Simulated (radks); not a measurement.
Results of a calculation; reference values are marked as such.
Problem. Radial electron density D(r) = 4 pi r^2 rho(r) of an atom or ion with 64 electrons. Level of theory: Dirac Kohn-Sham, PBE, spin-unpolarised, spherical densities, point nucleus (a radial shooting solver on a logarithmic mesh with Libxc functionals).

```
   r/bohr * D(r) (the largest magnitude, 117, reaches the edge; | marks zero)
 0.002462 |        *
  0.00331 |            *
 0.004451 |                  *
 0.005984 |                          *
 0.007981 |                                 *
  0.01073 |                                       *
  0.01443 |                                          *
   0.0194 |                                        *
  0.02608 |                                     *
  0.03478 |                                      *
  0.04676 |                                               *
  0.06287 |                                                      *
  0.08452 |                                                 *
   0.1127 |                                         *
   0.1516 |                                             *
   0.2038 |                                              *
    0.274 |                             *
   0.3683 |                     *
   0.4913 |                         *
   0.6605 |                  *
   0.8881 |        *
    1.194 |     *
    1.605 |  *
    2.141 |*
    2.879 *
     3.87 *
    5.203 *
    6.996 *
```

What is the nuclear charge?

Solution. Z = 66. The innermost maximum, from 1s, lies near gamma/Z bohr with gamma = sqrt(1 - (Z/c)^2) = 0.876, here 0.0133 bohr (found: 0.0147), and its height grows with Z. The density is that of the dysprosium ion Dy2+ in [Xe] 4f9 5d1; the configuration itself is not fixed sharply by these data, and Z only to a few units. D(r) has 4 maxima, at r = 0.0147, 0.0649, 0.181, 0.495 bohr, and minima at 0.0282, 0.118, 0.354 bohr, inside which lie 2.01, 11.13, 29.48 electrons.
